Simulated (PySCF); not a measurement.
## Electron correlation in W (tungsten, neutral)

[Xe] 4f14 5d3 6s2 7s1, high-spin 5F determinant (an excited configuration). Computed with PySCF 2.14 in aug-cc-pVDZ-PP with ECP60MDF (5s5p4d2f, 54 functions), with a scalar-relativistic core potential. Frozen: 5s2 5p6; 6 electrons correlated.

MP2 pair energies summed by pair of shells (mhartree):

```json
{"pair": "5d-6s", "energy": "-31.56", "share (%)": "46.3"}
{"pair": "6s-6s", "energy": "-19.76", "share (%)": "29.0"}
{"pair": "5d-5d", "energy": "-10.27", "share (%)": "15.1"}
{"pair": "6s-7s", "energy": "-5.14", "share (%)": "7.5"}
{"pair": "5d-7s", "energy": "-1.43", "share (%)": "2.1"}
```

Total MP2 correlation energy: -68.15 mhartree.

Same-spin part -24.20 and opposite-spin part -43.95 mhartree; SCS-MP2 scales them by 1/3 and 6/5 to -60.81 mhartree.
